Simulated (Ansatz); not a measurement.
Input file for CH$_{6}$AlNO$_{2}$, SMILES `C[NH][Al]([OH])[OH]`:

```yaml
crystal:
  periodic: [false, false, false]
  atoms:
    - {symbol: C, position_ang: [-0.754186, -0.593823, 1.513795]}
    - {symbol: N, position_ang: [0.294539, -0.593409, 0.513355]}
    - {symbol: Al, position_ang: [0.384641, 0.418306, -0.925434]}
    - {symbol: O, position_ang: [1.654028, 0.351435, -2.047228]}
    - {symbol: O, position_ang: [-0.881118, 1.512859, -1.181349]}
    - {symbol: H, position_ang: [-0.379304, -0.333081, 2.510954]}
    - {symbol: H, position_ang: [-1.257421, -1.565321, 1.589982]}
    - {symbol: H, position_ang: [-1.514608, 0.144294, 1.251264]}
    - {symbol: H, position_ang: [1.018317, -1.263383, 0.719659]}
    - {symbol: H, position_ang: [2.407310, -0.231102, -1.987549]}
    - {symbol: H, position_ang: [-0.906896, 2.096227, -1.936948]}
basis:
  gaussian: {orbitals: def2-TZVPP}
correlation: {method: ccsd_t}
```

```sh
$ ansatz run in.yaml --threads 4 --pin off --events-out ev --progress --plain --max-ram 10444MiB
```

Log, shortened:

```
Functional definition: HF
1504 factors; integrals over basis functions are off by at most 1.1e-3 eV
mean field evaluation 1: about -13265.0116 eV, gradient 6.0e1 eV
mean field evaluation 2: about -13265.1651 eV, gradient 6.0e1 eV
mean field evaluation 4: about -13271.6465 eV, gradient 3.5e0 eV
mean field evaluation 8: about -13271.7192 eV, gradient 3.4e-1 eV
mean field -13271.71966886 eV, -487.7267019360 hartree, gradient 1.9e-6 eV, S^2 0.000000; 0 other end points of the search recorded, 0 dependent functions left out
9 core orbitals not correlated: weight in the atoms' cores, before any rotation towards them, 1.000 or more for the frozen orbitals, at most 0.000 for the correlated occupied ones
reference -13271.71966886 eV, -487.7267019360 hartree; 15, 15 occupied and 226, 226 virtual orbitals, 1504 factors
second order -25.80812294 eV of doubles, -0.00000000 eV of singles
cycle   1  -25.82539690 eV  change   -1.7e-2 eV  update   9.9e-2
cycle   2  -26.36130265 eV  change   -5.4e-1 eV  update   2.8e-2
cycle   3  -26.49197926 eV  change   -1.3e-1 eV  update   1.4e-2
cycle   4  -26.47940686 eV  change    1.3e-2 eV  update   3.3e-3
cycle   5  -26.47854276 eV  change    8.6e-4 eV  update   1.5e-3
cycle   6  -26.47922361 eV  change   -6.8e-4 eV  update   4.3e-4
cycle   7  -26.47893210 eV  change    2.9e-4 eV  update   1.6e-4
cycle   8  -26.47886228 eV  change    7.0e-5 eV  update   5.1e-5
cycle   9  -26.47887123 eV  change   -9.0e-6 eV  update   2.0e-5
perturbative correction -0.94673928 eV, -0.0347920267 hartree
Total energy: -13299.14527937 eV, -488.7345745325 hartree
```

Hardware: 4 threads of an Arm Neoverse V1 on a shared host. Wall time 3.1 min, peak host memory 5.4 GiB.

The correlation energy is -27.426 eV, 3.5 % of it from (T); the T1 diagnostic reads 0.0112.
